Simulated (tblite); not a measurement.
Compound: C5H6BrCl3O.
Geometry (GFN2-xTB, Å), atoms numbered from 1 in this order:
```xyz
16
C5H6BrCl3O angstrom
C     -1.8147    0.0576    0.0234
C     -0.6054    0.1257    0.9333
Br    -0.8096   -1.2067    2.3751
C      0.7462   -0.1436    0.2497
C      0.6873   -1.4365   -0.5568
O      1.0252   -1.5746   -1.6907
C      1.2826    1.0271   -0.5782
Cl     0.3660    1.3163   -2.0657
Cl     1.2783    2.5310    0.3851
Cl     2.9769    0.6829   -1.0260
H     -1.7799    0.8651   -0.7034
H     -2.7251    0.1643    0.6104
H     -1.8557   -0.8902   -0.5104
H     -0.5663    1.0832    1.4559
H      1.4896   -0.3158    1.0413
H      0.2971   -2.2769    0.0456
```

Level: GFN2-xTB in tblite, geometry and Hessian alike; calculated harmonic values, unscaled, isolated species. Errors from tens to a few hundred cm⁻¹ against measured bands are possible. One conformer, not necessarily the lowest.

Harmonic wavenumbers (cm⁻¹): 36.2, 69.9, 97.1, 123.7, 144.2, 158.3, 193.0, 208.7, 219.4, 244.6, 276.3, 286.2, 311.6, 346.4, 493.6, 524.8, 589.3, 619.9, 708.9, 751.2, 840.7, 928.9, 953.8, 1035.4, 1061.0, 1069.2, 1138.8, 1181.2, 1225.5, 1269.1, 1289.9, 1372.0, 1413.5, 1475.2, 1479.5, 1810.6, 2800.2, 2897.3, 2968.1, 3035.9, 3039.2, 3053.7.

A = 959.8, B = 369.7, C = 349.0 MHz; mass 265.867 u (most abundant isotopes); point group C1, symmetry number 1.

**Question.** What is the zero-point energy?

**Answer.** ½Σν̃ = 21871 cm⁻¹ = 62.53 kcal/mol.

**Question.** Entropy at 273.15 K, 1 bar (ideal gas, RRHO, classical rotation)?

**Answer.** Translation 42.22, rotation 31.97, vibration 35.65: S = 109.8 cal/(mol K).

**Question.** And Cp and H(273.15 K) − H(0)?

**Answer.** Cp = 41.30 cal/(mol K), of which vibrations give 33.35 (their classical limit is 42 R = 83.5); H(273.15 K) − H(0) = 7.26 kcal/mol without the zero-point energy, 5.09 from vibrations.

**Question.** Blend soft modes into free rotors: weight 1/[1 + (100 cm⁻¹/ν̃)⁴] for the oscillator and the rest for a rotor with moment μB/(μ + B), μ = h/(8π²ν), B = 10⁻⁴⁴ kg m². What vibrational entropy results?

**Answer.** 33.10 cal/(mol K) in place of 35.65, which changes −T·S at 273.15 K by +0.70 kcal/mol.

**Question.** What must be added to the electronic energy to get the Gibbs energy at 273.15 K and 1 bar?

**Answer.** ZPE + [H(273.15 K) − H(0)] − T·S = 62.53 + 7.26 − 30.00 = 39.79 kcal/mol.

**Question.** How do the functions run with temperature in this model?

**Answer.** 
```tsv
T (K)	S (cal/(mol K))	Cp (cal/(mol K))	H − H(0) (kcal/mol)	G − H(0) (kcal/mol)	ln q(vib)
150	88.7	29.9	2.85	-10.46	4.14
250	106.3	39.3	6.33	-20.24	7.76
298.15	113.6	43.4	8.32	-25.53	9.41
400	127.4	51.0	13.14	-37.82	12.72
600	150.3	62.1	24.53	-65.67	18.60
900	177.6	72.2	44.81	-115.04	26.22
```

q(vib) and H(0) count from the zero-point level.

Hindered rotation and anharmonicity are outside this model. Other conformers, if any are populated, would add a mixing term that is left out. The structure is chiral; the term R ln 2 for an equal mix with its mirror image is left out.

Time: 0.98 s of wall time. Hardware: one thread, AMD EPYC 9R45 (x86_64), shared host with 96 logical CPUs at a one-minute load of 63. The figure is for the frequency step alone.
